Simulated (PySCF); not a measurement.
Gas-phase thermal properties of SnH2F2

Energies from PySCF (xtb for GFN2), thermal terms from the rigid-rotor harmonic-oscillator model, ideal gas at 1 bar. All species are closed-shell singlets. Sn: scalar-relativistic def2 core potential, no spin-orbit coupling. SnH2F2: computed as isolated molecules; such fragments, hydroxides, amides, oligomers or adducts are transient or little studied in the gas. The harmonic model lacks anharmonicity and excited electronic states, which grow with temperature; levels with a mode under 35 cm⁻¹ are left out.

```csv
level,point group,σ,ZPE (kJ/mol),S°298 (J/mol/K),Cp298 (J/mol/K),S°1000 (J/mol/K),H1000 − H298 (kJ/mol)
GFN2-xTB,C2v,2,35.3,305.7,77.5,414.9,65.0
PBE/def2-SVP,C2v,2,44.2,293.6,68.8,396.4,61.6
PBE0/def2-TZVP,C2v,2,46.1,292.0,67.9,393.7,61.0
```
σ: rotational symmetry number. Electronic degeneracy used: 1. Frequencies are unscaled.
